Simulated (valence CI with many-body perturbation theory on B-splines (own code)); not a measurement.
**Te⁴⁵⁺: electric-dipole lines**

Method: relativistic CI+MBPT: five valence electrons over a frozen Dirac-Fock core [He], a basis of 11 s, 11 p, 10 d, 8 f, 5 g, 2 h functions for each j, with the one-electron correlation potential Σ1 (screened to all orders), the two-electron term Σ2, the three-electron term Σ3, Breit, model QED; selected single and double excitations, second order for the rest, scaled by the run's own slope (own B-spline code, finite nucleus).

The last digits are not significant, and no measured levels were compared; by estimate large intervals hold to a few tenths of a per cent, small ones and those within an open d or f shell to about a per cent. Among the levels kept, up to 7200 cm⁻¹ of a level comes from second order outside the variational space, and about a tenth of that is noise between levels of different J, which matters for small intervals.

Lines 101 to 150 of 600 in falling wavelength, among levels below 5405.9 eV, chosen from the strongest by gf and those to the six lowest levels. Wavelengths and rates use the calculated energies. Electric multipoles are in the length gauge with retardation, E1 and E2 with the static RPA response of the core. Weak lines are less certain than strong ones. Lines between different terms over intervals too small for the method are left out, as are lines whose strength nearly cancels.

Levels are named by their leading jj configuration (3d3/2^4 stands for four electrons in 3d with j = 3/2), which in mixed levels can hold well under half, so a name can repeat and another be missing. Letters in brackets count levels of one name in rising energy.

```
λ vac (Å)                               Upper                               Lower   A (s⁻¹)  log gf  Branch %
    84.33  (2s 2p1/2 2p3/2^2 3p3/2) J=3/2 [d]     (2s 2p1/2 2p3/2^2 3s) J=1/2 [b]  3.47e+10   -0.83       0.1
    84.29  (2s^2 2p1/2 2p3/2 3p3/2) J=3/2 [b]     (2s^2 2p1/2 2p3/2 3s) J=3/2 [b]  2.40e+10   -0.99       0.3
    84.22  (2s 2p1/2 2p3/2^2 3p3/2) J=7/2 [b]         (2s 2p1/2 2p3/2^2 3s) J=7/2  1.79e+10   -0.82       0.0
    83.83  (2s 2p1/2 2p3/2^2 3p3/2) J=5/2 [d]     (2s 2p1/2 2p3/2^2 3s) J=3/2 [c]  3.26e+10   -0.69       0.2
    83.72  (2s 2p1/2 2p3/2^2 3p3/2) J=3/2 [d]     (2s 2p1/2 2p3/2^2 3s) J=3/2 [b]  2.85e+10   -0.92       0.1
    83.47      (2s 2p1/2^2 2p3/2 3d3/2) J=7/2      (2s 2p1/2^2 2p3/2 3p1/2) J=5/2  3.12e+10   -0.58       1.1
    83.40  (2s 2p1/2^2 2p3/2 3p3/2) J=1/2 [a]     (2s 2p1/2^2 2p3/2 3s) J=3/2 [a]  4.70e+10   -1.01       0.0
    83.33      (2s 2p1/2 2p3/2^2 3d3/2) J=9/2      (2s 2p1/2 2p3/2^2 3p1/2) J=7/2  4.85e+10   -0.30       9.5
    83.15          (2s^2 2p3/2^2 3d3/2) J=7/2          (2s^2 2p3/2^2 3p1/2) J=5/2  2.63e+10   -0.66       0.0
    83.13  (2s 2p1/2^2 2p3/2 3d3/2) J=3/2 [a]  (2s 2p1/2^2 2p3/2 3p1/2) J=3/2 [a]  2.44e+10   -0.99       0.0
    83.10  (2s 2p1/2 2p3/2^2 3p3/2) J=7/2 [a]     (2s 2p1/2 2p3/2^2 3s) J=5/2 [a]  5.78e+10   -0.32       0.6
    82.97  (2s^2 2p1/2 2p3/2 3d3/2) J=1/2 [b]  (2s^2 2p1/2 2p3/2 3p1/2) J=3/2 [b]  3.64e+10   -1.12       0.0
    82.91          (2s^2 2p3/2^2 3d3/2) J=5/2          (2s^2 2p3/2^2 3p1/2) J=5/2  2.35e+10   -0.84       0.0
    82.82  (2s^2 2p1/2 2p3/2 3d3/2) J=3/2 [a]  (2s^2 2p1/2 2p3/2 3p1/2) J=3/2 [a]  2.06e+10   -1.07       0.0
    82.75  (2s^2 2p1/2 2p3/2 3p3/2) J=3/2 [a]         (2s^2 2p1/2 2p3/2 3s) J=1/2  2.93e+10   -0.92       5.6
    82.37  (2s 2p1/2 2p3/2^2 3p3/2) J=5/2 [a]     (2s 2p1/2 2p3/2^2 3s) J=5/2 [a]  2.19e+10   -0.87       0.0
    82.33  (2s 2p1/2 2p3/2^2 3p3/2) J=3/2 [c]     (2s 2p1/2 2p3/2^2 3s) J=1/2 [a]  7.45e+10   -0.52       0.2
    82.24  (2s 2p1/2 2p3/2^2 3p3/2) J=3/2 [e]     (2s 2p1/2 2p3/2^2 3s) J=3/2 [d]  3.01e+10   -0.91       0.1
    82.03      (2s^2 2p3/2^2 3d3/2) J=3/2 [a]          (2s^2 2p3/2^2 3p1/2) J=3/2  3.91e+10   -0.80       0.0
    82.00      (2s^2 2p3/2^2 3p3/2) J=3/2 [b]             (2s^2 2p3/2^2 3s) J=1/2  4.33e+10   -0.76       0.5
    81.99  (2s 2p1/2 2p3/2^2 3p3/2) J=5/2 [e]     (2s 2p1/2 2p3/2^2 3s) J=3/2 [d]  4.50e+10   -0.57       0.6
    81.94  (2s 2p1/2 2p3/2^2 3p3/2) J=5/2 [e]     (2s 2p1/2 2p3/2^2 3s) J=5/2 [c]  1.37e+10   -1.08       0.2
    81.76  (2s^2 2p1/2 2p3/2 3d3/2) J=5/2 [a]  (2s^2 2p1/2 2p3/2 3p1/2) J=3/2 [a]  4.21e+10   -0.60       0.1
    81.72  (2s 2p1/2^2 2p3/2 3d3/2) J=5/2 [b]  (2s 2p1/2^2 2p3/2 3p1/2) J=3/2 [b]  5.10e+10   -0.51       0.3
    81.54      (2s 2p1/2^2 2p3/2 3p3/2) J=7/2  (2s^2 2p1/2 2p3/2 3p3/2) J=5/2 [b]  3.61e+10   -0.54       2.5
    81.49  (2s 2p1/2 2p3/2^2 3d3/2) J=3/2 [a]  (2s 2p1/2 2p3/2^2 3p1/2) J=3/2 [a]  4.32e+10   -0.76       0.1
    81.49  (2s 2p1/2 2p3/2^2 3d3/2) J=7/2 [c]  (2s 2p1/2 2p3/2^2 3p1/2) J=5/2 [c]  4.91e+10   -0.41       0.1
    81.45  (2s 2p1/2 2p3/2^2 3d3/2) J=7/2 [a]  (2s 2p1/2 2p3/2^2 3p1/2) J=5/2 [a]  3.79e+10   -0.52       0.0
    81.21      (2s^2 2p1/2 2p3/2 3d3/2) J=7/2      (2s^2 2p1/2 2p3/2 3p1/2) J=5/2  4.91e+10   -0.41      18.6
    81.09          (2s^2 2p3/2^2 3d3/2) J=5/2          (2s^2 2p3/2^2 3p1/2) J=3/2  2.43e+10   -0.84       0.0
    80.81  (2s 2p1/2^2 2p3/2 3p3/2) J=3/2 [b]     (2s 2p1/2^2 2p3/2 3s) J=3/2 [b]  3.90e+10   -0.82       0.1
    80.76  (2s 2p1/2 2p3/2^2 3d3/2) J=1/2 [a]  (2s 2p1/2 2p3/2^2 3p1/2) J=3/2 [a]  5.90e+10   -0.94       0.1
    80.70          (2s^2 2p1/2^2 3d3/2) J=3/2          (2s^2 2p1/2^2 3p1/2) J=1/2  5.53e+10   -0.67       0.1
    80.63  (2s 2p1/2 2p3/2^2 3d3/2) J=3/2 [d]  (2s 2p1/2 2p3/2^2 3p1/2) J=3/2 [b]  2.37e+10   -1.03       0.1
    80.54          (2s^2 2p3/2^2 3d3/2) J=1/2          (2s^2 2p3/2^2 3p1/2) J=3/2  4.44e+10   -1.06       0.0
    80.51  (2s 2p1/2 2p3/2^2 3d3/2) J=3/2 [c]  (2s 2p1/2 2p3/2^2 3p1/2) J=1/2 [a]  3.69e+10   -0.84       0.0
    80.49  (2s 2p1/2 2p3/2^2 3d3/2) J=5/2 [c]  (2s 2p1/2 2p3/2^2 3p1/2) J=3/2 [b]  3.66e+10   -0.67       0.0
    80.47  (2s 2p1/2 2p3/2^2 3p3/2) J=5/2 [b]     (2s 2p1/2 2p3/2^2 3s) J=5/2 [b]  4.83e+10   -0.55       0.0
    80.36  (2s 2p1/2 2p3/2^2 3d3/2) J=7/2 [b]      (2s 2p1/2 2p3/2^2 3p1/2) J=7/2  1.77e+10   -0.86       0.0
    80.30  (2s^2 2p1/2 2p3/2 3d5/2) J=5/2 [a]  (2s^2 2p1/2 2p3/2 3p1/2) J=3/2 [b]  1.32e+10   -1.12       0.0
    80.28  (2s 2p1/2 2p3/2^2 3d3/2) J=5/2 [a]  (2s 2p1/2 2p3/2^2 3p1/2) J=3/2 [a]  2.41e+10   -0.86       0.0
    80.07          (2s^2 2p1/2^2 3p3/2) J=3/2             (2s^2 2p1/2^2 3s) J=1/2  8.50e+10   -0.49      19.0
    79.94  (2s^2 2p1/2 2p3/2 3d3/2) J=3/2 [a]      (2s^2 2p1/2 2p3/2 3p1/2) J=1/2  2.96e+10   -0.95       0.0
    79.88  (2s^2 2p1/2 2p3/2 3p3/2) J=5/2 [b]     (2s^2 2p1/2 2p3/2 3s) J=3/2 [b]  2.60e+10   -0.83       0.3
    79.33  (2s 2p1/2^2 2p3/2 3p3/2) J=3/2 [b]         (2s 2p1/2^2 2p3/2 3s) J=1/2  5.14e+10   -0.71       0.1
    79.18  (2s 2p1/2 2p3/2^2 3d3/2) J=3/2 [d]  (2s 2p1/2 2p3/2^2 3p1/2) J=1/2 [b]  2.28e+10   -1.07       0.1
    79.08  (2s 2p1/2^2 2p3/2 3d3/2) J=3/2 [b]  (2s 2p1/2^2 2p3/2 3p1/2) J=3/2 [b]  2.01e+10   -1.12       0.0
    78.58  (2s 2p1/2^2 2p3/2 3d3/2) J=3/2 [b]      (2s 2p1/2^2 2p3/2 3p1/2) J=1/2  2.49e+10   -1.03       0.0
    78.46  (2s 2p1/2 2p3/2^2 3d3/2) J=5/2 [d]  (2s 2p1/2 2p3/2^2 3p1/2) J=3/2 [c]  2.93e+10   -0.79       0.0
    78.26  (2s 2p1/2 2p3/2^2 3p3/2) J=3/2 [a]     (2s 2p1/2 2p3/2^2 3s) J=3/2 [a]  5.82e+10   -0.67       0.0
```
